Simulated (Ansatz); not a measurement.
Geometry optimisation, Ansatz 0.2.0, UKS PBE0-D4/def2-SVP.

Input:

```yaml
crystal:
  periodic: [false, false, false]
  atoms:
    - { symbol: Sn, position_ang: [0.00075, 0.0, -0.275637] }
    - { symbol: H, position_ang: [-0.001835, 0.0, 2.662016] }
    - { symbol: H, position_ang: [1.627687, 0.0, -0.823774] }
    - { symbol: H, position_ang: [-0.812877, 1.40902, -0.823337] }
    - { symbol: H, position_ang: [-0.812877, -1.40902, -0.823337] }
    - { symbol: Cl, position_ang: [0.000952, 0.0, 3.995868] }
magnetization:
  spin_polarized: true
  initial_magnetization: 1
basis:
  gaussian: { orbitals: def2-SVP }
hamiltonian:
  xc: pbe0
  dispersion: d4
relax:
  f_tol: 0.03
  max_steps: 50
output:
  orbitals: {}
```

Run as:

```bash
$ ansatz run input.yaml --threads 2 --pin off --max-ram 3072MiB --backend cpu --events-out ev --progress --plain --runs-dir out
```

Q: Where does it end, and by what steps?

A: The forces met the threshold. After 3 steps the energy has fallen by 0.030 eV; Cl6 moved furthest, 0.19 Å.

| step | energy less start (eV) | largest force component (eV/Å) | accepted |
| --- | --- | --- | --- |
| 0 | 0.0000 | 1.078 | yes |
| 1 | -0.0283 | 0.224 | yes |
| 2 | -0.0293 | 0.041 | yes |
| 3 | -0.0295 | 0.009 | yes |

```xyz
6
Properties=species:S:1:pos:R:3
Sn 0.000 0.000 -0.203
H -0.001 0.000 2.505
H 1.634 0.000 -0.732
H -0.816 1.415 -0.733
H -0.816 -1.415 -0.733
Cl 0.000 0.000 3.807
```

Whether the end is a true minimum wasn't checked by a vibrational analysis.

Run time: 11 s on 2 threads of Intel(R) Xeon(R) Platinum 8488C (Sapphire Rapids), with other jobs on the host, peak memory 0.19 GiB.
